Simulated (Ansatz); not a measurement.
System: CH₂F, charge 1, singlet. CH2F+ (parent SMILES [CH2]F, singlet).
B3LYP-D3(BJ)/def2-TZVP minimum from Ansatz (a program for electronic structure):
```
C
F 1 1.2314
H 1 1.0959 2 117.10
H 1 1.0959 3 125.81 2 180.00
```
Charge +1, spin multiplicity 1.

Total energies in aug-cc-pVTZ, 12 correlated electrons, 2 frozen orbitals. UHF or UKS for unpaired electrons; spin-orbit terms are left out. Correlated methods leave the cores frozen. No relativity. The spin of CH2F+ (parent SMILES [CH2]F, singlet) was assumed, and the state is the lowest solution found for it.

```tsv
method	program	energy (Eh)	minus CCSDT(Q) (mEh)
HF	Ansatz	-138.15250	419.55
MP2	Ansatz	-138.54427	27.79
CCSD	Ansatz	-138.55747	14.58
CCSD(T)	Ansatz	-138.57116	0.89
CCSDT(Q)	Ansatz	-138.57205	0.00
```

Rough core times of Ansatz's runs on a shared machine: CCSD(T) under 20 s, CCSDT(Q) 10 min.
